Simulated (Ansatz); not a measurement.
The cluster Al₁₁, 11 atoms. Hardware: 6 threads of Intel Xeon on a shared host.

Correlated methods freeze 55 core orbitals.

(1) How many basis functions does each of these Ansatz runs have, and roughly what does it cost? MP2/def2-SVP, charge 0 doublet, energy, from earlier orbitals; PBE-D4/def2-SVP, charge 0 doublet, energy, from earlier orbitals; PBE0-D4/def2-SVP, charge 0 doublet, energy, from earlier orbitals; PBE-D4/def2-TZVP, charge 0 doublet, energy and forces, from earlier orbitals; r2SCAN-D4/def2-TZVP, charge 0 doublet, energy, from earlier orbitals; HF/STO-3G, charge 0 doublet, energy; PBE-D4/def2-SVP, charge 0 doublet, relaxation, 23 steps; HF/def2-TZVP, charge 0 doublet, energy, from earlier orbitals; PBE0-D4/def2-TZVP, charge 0 doublet, energy, from earlier orbitals.

## Answers

(1) Other jobs shared the machine, so times can vary by a factor of up to 3. A dash marks memory too small to be measured apart from the calling script's.

```csv
run,functions,fitting or Cholesky vectors,wall time,peak host memory (GiB)
"HF/STO-3G, charge 0 doublet, energy",99,1045,7 s,–
"PBE-D4/def2-SVP, charge 0 doublet, energy, from earlier orbitals",198,2123,7 s,–
"PBE0-D4/def2-SVP, charge 0 doublet, energy, from earlier orbitals",198,1738,13 s,1.1
"MP2/def2-SVP, charge 0 doublet, energy, from earlier orbitals",198,1738,15 s,1.2
"PBE-D4/def2-TZVP, charge 0 doublet, energy and forces, from earlier orbitals",407,2849,18 s,1.7
"PBE0-D4/def2-TZVP, charge 0 doublet, energy, from earlier orbitals",407,2524,58 s,3.2
"HF/def2-TZVP, charge 0 doublet, energy, from earlier orbitals",407,2524,69 s,3.3
"r2SCAN-D4/def2-TZVP, charge 0 doublet, energy, from earlier orbitals",407,2849,1.7 min,2
"PBE-D4/def2-SVP, charge 0 doublet, relaxation, 23 steps",198,2123,2.1 min,–
```
